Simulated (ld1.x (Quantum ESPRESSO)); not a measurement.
# What one change does to a pseudopotential (Cr, TM)

chromium, norm-conserving Troullier–Martins (Kleinman–Bylander form), made with ld1.x (Quantum ESPRESSO) 7.5 (PBE, scalar-relativistic). Core [Ne], reference 3s2 3p6 3d5 4s1 4p0. Waves: 3p (bound): rc 1.10 bohr; 3d (bound): rc 1.30 bohr; 4f channel at 0.1 Ry: rc 1.30 bohr; 3s (bound): rc 1.05 bohr. Local part: the s channel. Core correction: none.

Occupied shells without a wave of their own: 4s. They enter only through the test configuration that unscreens the potential.

All-electron outer shells of the reference configuration (PBE, scalar-relativistic, ld1.x):

| shell | level (eV) | outermost node (bohr) | outermost maximum (bohr) |
| --- | --- | --- | --- |
| 2s | -667.15 | 0.09 | 0.24 |
| 2p | -560.70 | – | 0.20 |
| 3s | -73.99 | 0.36 | 0.78 |
| 3p | -45.44 | 0.33 | 0.80 |
| 4s | -4.01 | 1.12 | 2.74 |
| 3d | -2.91 | – | 0.84 |
| 4p | -0.99 | 1.25 | 3.94 |

Change: all radii scaled by about 1.17 (s 1.24, p 1.30, d 1.52, f 1.52 bohr).

Cutoffs: the cutoffs (Ry, on a coarse ladder) from which the occupation-weighted sum of valence levels, in a spherical-Bessel basis at the reference potential, stays within 10 and 1 mRy of its value at 400 Ry; they do not see the model core or the augmentation charge, which bear on the density cutoff. Errors are all-electron minus pseudo energies relative to the spin-unpolarised reference configuration.

Question: How do hardness, ghosts and transferability respond?

Answer: The potential gets softer (140 Ry and 230 Ry → 100 Ry and 140 Ry); the miss of the reference levels goes from 0.08 to 0.26 eV; of the 7 tests that both files solve, the error grows in 7 and shrinks in 0 by more than 15 % and 0.3 meV (median size 116.4 → 348.1 meV); neither file shows a bound ghost. A larger radius leaves more room for a smooth pseudo-wave, so fewer plane waves are needed. More of the atom is replaced by a form fitted at one configuration, so other configurations suffer.

```tsv
quantity	base	changed
cutoff, loose	140 Ry	100 Ry
cutoff, tight	230 Ry	140 Ry
loose cutoff by channel (10 mRy a level)	p 45 Ry, d 100 Ry, s 110 Ry	p 45 Ry, d 80 Ry, s 50 Ry
bound ghosts	none	none
largest miss of a reference level, eV	0.08	0.26
error for 3s2 3p6 3d5 4s0 4p0, meV [ΔE 6.90 eV]	-113	-345
error for 3s2 3p6 3d4 4s0 4p0, meV [ΔE 22.95 eV]	-188	-566
error for 3s2 3p6 3d3 4s0 4p0, meV [ΔE 53.70 eV]	-263	-794
error for 3s2 3p6 3d5.5 4s0.5 4p0, meV [ΔE 0.73 eV]	-38	-115
error for 3s2 3p6 3d6 4s0 4p0, meV [ΔE 1.73 eV]	-69	-212
error for 3s2 3p6 3d4 4s2 4p0, meV [ΔE -0.10 eV]	+116	+348
error for 3s2 3p6 3d2 4s0 4p0, meV [ΔE 102.06 eV]	-257	-858
```

Base: The 4s level has no wave, so the channel is fitted at the deeper level alone: the likely source of the large errors. Changed file: The 4s level has no wave, so the channel is fitted at the deeper level alone: the likely source of the large errors.
